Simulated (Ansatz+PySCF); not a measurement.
The numbers below are computed, except where a source is named.
## Ansatz (development build ahead of 0.2.0) run

```yaml
crystal:
  periodic: [false, false, false]
  atoms:
    - { symbol: Be, position_ang: [0.0, 0.0, -1.65078] }
    - { symbol: O, position_ang: [0.0, 0.0, 0.82539] }
basis:
  gaussian: { orbitals: STO-3G }
hamiltonian:
  xc: hf
correlation:
  method: fci
  frozen_orbitals: { Be: 0, O: 1 }
```

The input is written out in the form of the current development build from the run's settings.

The run gave:

```yaml
Converged: yes
Total_energy: -88.14502 hartree
State: lowest singlet root, of any spatial symmetry
Spin_squared_of_the_determinant: 0.000
```

Caution: another spin multiplicity may lie lower.
